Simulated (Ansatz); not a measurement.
cis-Sn(H2O)2Cl4 (SnCl₄O₂H₄). The state is a singlet with charge 0. Geometry r2SCAN-D4/def2-SVP.

```xyz
11

Cl   -2.8547    0.3952   -0.0658
Cl   -0.6987   -2.0731    1.8778
Cl    0.0067    1.4428    1.8570
Cl   -0.3531   -1.6006   -1.6789
O     1.6861   -0.6578    0.2931
O    -0.0260    1.4396   -1.1324
Sn   -0.6189   -0.2907    0.3175
H     1.7582   -1.3254   -0.4160
H     1.8757   -1.1304    1.1226
H     0.0465    2.1881   -0.5095
H    -0.8218    1.6123   -1.6654
```

In the def2 sets Sn takes a core potential; there is no spin–orbit coupling.

**Question.** Estimate the orbital energies around the gap (eV) in Ansatz with PBE-D4/def2-SVP, BLYP-D4/def2-TZVP, r2SCAN-D4/def2-TZVP, PBE0-D4/def2-SVP, PBE0-D4/def2-TZVP.

**Answer.** 
```tsv
orbital	PBE-D4/def2-SVP	BLYP-D4/def2-TZVP	r2SCAN-D4/def2-TZVP	PBE0-D4/def2-SVP	PBE0-D4/def2-TZVP
HOMO−9	-8.49	-8.58	-9.17	-10.04	-10.20
HOMO−8	-8.15	-8.23	-8.79	-9.59	-9.77
HOMO−7	-7.77	-7.91	-8.49	-9.35	-9.59
HOMO−6	-7.66	-7.79	-8.35	-9.21	-9.43
HOMO−5	-7.55	-7.69	-8.26	-9.08	-9.32
HOMO−4	-7.49	-7.64	-8.19	-9.00	-9.24
HOMO−3	-7.42	-7.58	-8.14	-8.95	-9.19
HOMO−2	-7.24	-7.40	-7.96	-8.77	-9.02
HOMO−1	-7.07	-7.23	-7.78	-8.59	-8.84
HOMO	-7.02	-7.18	-7.73	-8.55	-8.80
LUMO	-3.49	-3.70	-3.64	-2.74	-2.95
LUMO+1	-0.50	-1.03	-0.49	0.41	-0.13
LUMO+2	-0.15	-0.68	-0.08	0.79	0.24
LUMO+3	0.68	0.21	0.50	1.57	0.98
LUMO+4	0.99	0.51	0.76	1.87	1.28
LUMO+5	1.43	0.89	1.20	2.39	1.76
```
